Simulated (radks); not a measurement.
The numbers below are computed, except where a source is named.
How relativity changes the ionisation of neutral silver ([Kr] 4d10 5s1) to Ag+ ([Kr] 4d10). Spin-unpolarised spherical Kohn-Sham, PBEsol, point nucleus unless stated (finite: rms radius 4.5454 fm), a radial shooting solver on a logarithmic mesh with Libxc functionals. A level marked "c x" has the speed of light scaled by that factor.

| level | E(Ag) (hartree) | E(Ag+) (hartree) | IE (eV) | HOMO | <r> HOMO (bohr) |
|---|---|---|---|---|---|
| non-rel. | -5197.18864 | -5196.92580 | 7.152 | 5s | 3.305 |
| scalar-rel. | -5313.50360 | -5313.21894 | 7.746 | 5s | 3.134 |
| scalar-rel., finite nucleus | -5313.39409 | -5313.10944 | 7.746 | 5s | 3.134 |
| Dirac | -5314.70810 | -5314.42336 | 7.748 | 5s1/2 | 3.134 |
| Dirac, finite nucleus | -5314.59831 | -5314.31358 | 7.748 | 5s1/2 | 3.134 |
| Dirac, c x 2 | -5225.29715 | -5225.02927 | 7.289 | 5s1/2 | 3.263 |
| Dirac, c x 5 | -5201.63309 | -5201.36947 | 7.174 | 5s1/2 | 3.298 |
| Dirac, c x 100 | -5197.19972 | -5196.93689 | 7.152 | 5s1/2 | 3.305 |

NIST Atomic Spectra Database: 7.576 eV (measured). The relativistic part of the total energy of Ag is -117.4 hartree (Dirac, finite nucleus), 2.3 % of the non-relativistic value. Spin polarisation and multiplet splitting of open shells are left out at every level.

Beside tabulated values, note that relativity, absent from the non-relativistic runs, is large for the heavy elements, and spin-unpolarised runs miss the spin-polarisation part of the exchange energy of open shells.
